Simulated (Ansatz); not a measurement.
System: sum formula AlO$_{2}$ClH$_{2}$, net charge 0, singlet state. SMILES: [Cl][Al]([OH])[OH]
Coordinates optimised at B3LYP-D3(BJ)/def2-TZVP (Ansatz, a program for electronic structure):
```
Al
O 1 1.6845
H 2 0.9586 1 122.89
O 1 1.6882 2 120.46 3 0.00
H 4 0.9581 1 123.77 2 -180.00
Cl 1 2.0901 2 118.08 3 -180.00
```
Charge 0, spin multiplicity 1.

Atomisation energy built up term by term with Ansatz (kcal/mol; UHF references for open shells; valence terms freeze the core; atomic spin-orbit terms are left out). Basis-set limits of correlation are two-point, X^-3; Hartree-Fock from the larger set (for Q and 5 zeta extrapolated as (X+1)exp(-9√X)).

```json
[
 {"term": "Hartree-Fock", "basis": "CBS(cc-pV(Q+d)Z,cc-pV(5+d)Z)", "kcal/mol": "391.30"},
 {"term": "CCSD correlation", "basis": "CBS(cc-pV(Q+d)Z,cc-pV(5+d)Z)", "kcal/mol": "…"},
 {"term": "(T)", "basis": "CBS(cc-pV(Q+d)Z,cc-pV(5+d)Z)", "kcal/mol": "…"},
 {"term": "core correlation", "basis": "cc-pwCVTZ", "kcal/mol": "0.23"},
 {"term": "scalar relativity (X2C)", "basis": "cc-pVTZ-DK against cc-pVTZ", "kcal/mol": "-1.41"},
 {"term": "sum: De", "basis": "", "kcal/mol": "…"}
]
```

Task: Fill in the missing entries.

Result: 
- CCSD correlation, kcal/mol: 150.89
- (T), kcal/mol: 11.21
- sum: De, kcal/mol: 552.2
